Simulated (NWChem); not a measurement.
System: C$_{2}$H$_{7}$BO; SMILES C(BO)C

```xyz
11

B     -0.6450     0.8915     0.0000
H     -1.6484     1.5730     0.0000
C     -0.7192    -0.6831     0.0000
C      0.6072    -1.4347     0.0000
H     -1.3382    -0.9753    -0.8694
H     -1.3382    -0.9753     0.8694
H      1.2146    -1.1948     0.8896
H      1.2146    -1.1948    -0.8896
H      0.4712    -2.5271     0.0000
O      0.5194     1.5776     0.0000
H      1.2910     0.9984     0.0000
```
Atoms are numbered in this order, from 1.

The geometry was optimised at PBE0/def2-SVP.

 Unshifted, non-relativistic core excitations; the lowest 4 roots alone, so stronger bands may lie above.

Q: List the first O K-edge excitations from BHandHLYP/6-311G** (spherical d), restricted-window TDA (NWChem).

A: 
```tsv
state	energy (eV)	dipole oscillator strength	leading excitation (squared amplitude)
S1	531.9	0.0257	1s of atom 10 or its equivalents → LUMO (0.97)
S2	532.6	0.0247	1s of atom 10 or its equivalents → LUMO+1 (0.63)
S3	535.9	0.0087	1s of atom 10 or its equivalents → LUMO+2 (0.51)
S4	537.1	0.0062	1s of atom 10 or its equivalents → LUMO+2 (0.31)
```
